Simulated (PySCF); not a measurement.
Ionisation energy of Mn(18+) by level of theory

Mn(18+) [He] 2s2 2p3 (4S) → Mn(19+) [He] 2s2 2p2 (3P), as a difference of total energies. Calculation: PySCF 2.14, in an uncontracted even-tempered set (20 s from 3.8 bohr⁻², ratio 2.2; 11 p from 4.9 bohr⁻², ratio 2.2; 6 d from 22 bohr⁻², ratio 2.4; 5 f from 32 bohr⁻², ratio 2.4; 4 g from 49 bohr⁻², ratio 2.4); scalar relativity by spin-free X2C-1e. Correlated levels: nothing frozen; virtual orbitals above 40 to 60 times the deepest correlated orbital energy dropped. The calculations carry no spin-orbit coupling.

```
                 method  ionisation energy (eV)
                    UHF                  1440.2
                    LDA                  1439.2
                    PBE                  1439.1
                   PBE0                  1439.7
                 r2SCAN                  1441.0
                  B3LYP                  1440.0
                 PBEsol                  1438.8
    MP2 (all electrons)                  1440.4
SCS-MP2 (all electrons)                  1439.9
```

A first-order spin-orbit estimate (lowest level to lowest level, LS coupling) adds -7.985 eV.

For comparison: 1430.9 ± 2.2 eV (semi-empirical (NIST evaluation); NIST Atomic Spectra Database, ionization energies).
